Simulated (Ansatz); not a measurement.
A nudged elastic band was laid between two geometries of C3H8FGaSi (14 atoms, charge 0, multiplicity 1).

Theory: RKS B3LYP-D4/def2-SVP in Ansatz.

* movable images: 1
* climbing image: yes
* spring: 5.0 eV/Å²
* optimiser: quadratic models (default)
* start path: through a guess of the saddle point
* force threshold: 0.05 eV/Å
* iteration limit: 60
* end points: relaxation not finished

Initial state:

```xyz
14
Properties=species:S:1:pos:R:3
C 0.910 1.493 2.195
C 1.332 1.092 0.813
F 0.105 -2.319 -0.088
Ga 0.272 0.986 -0.699
C -0.827 -0.221 -1.885
Si -1.082 -1.932 -1.148
H 1.240 0.692 2.890
H -0.185 1.565 2.302
H 1.355 2.432 2.576
H 2.424 1.168 0.599
H -0.317 -0.266 -2.868
H -1.819 0.239 -2.056
H -2.369 -1.964 -0.401
H -1.052 -2.995 -2.200
```

Final state:

```xyz
14
Properties=species:S:1:pos:R:3
C 0.831 1.321 1.855
C 1.370 0.103 1.123
F 1.776 -0.853 2.052
Ga 0.047 -0.681 -0.164
C -0.946 0.078 -1.776
Si -1.460 -1.755 -1.592
H 1.590 1.708 2.557
H -0.071 1.082 2.440
H 0.580 2.122 1.142
H 2.261 0.384 0.530
H -0.481 0.421 -2.713
H -1.725 0.795 -1.463
H -2.892 -2.089 -1.332
H -0.893 -2.665 -2.630
```

Q: Which bonds break or form, and what moves?

A: Bonds broken: F3–Si6. Bonds formed: C2–F3, Ga4–Si6.

Q: Give the energies along the band, and the barrier.

A: The run ended unconverged. The highest image is number 1 of 0 to 2, 2.00 eV above the first end and 0.62 eV above the last; the last end lies 1.39 eV above the first. The band forces met their threshold (the largest was 0.03 eV/Å), but the run stopped with an error, since it found no sound saddle at the top, so its energies are provisional: over the last iterations the top stayed at 2.00 eV. Neighbouring images lie up to 7.0 Å apart, so the band is torn or far too coarse. The end points aren't both relaxed to the band's threshold either. So few images can step over the top or miss a turn of the path. The orbitals stay closed-shell, which can raise the energy where a bond breaks towards radicals; this wasn't checked here.

```csv
image,path coordinate (Å),energy (eV),F3–Si6 (Å),C2–F3 (Å),Ga4–Si6 (Å)
0,0.00,0.00,1.64,3.74,3.25
1,7.01,2.00,2.68,1.46,5.12
2,13.99,1.39,4.96,1.39,2.34
```

Time of the run: 110 s on 2 threads of AMD EPYC 9R45 96-Core Processor (Zen 5) (shared host), peak memory 0.49 GiB.
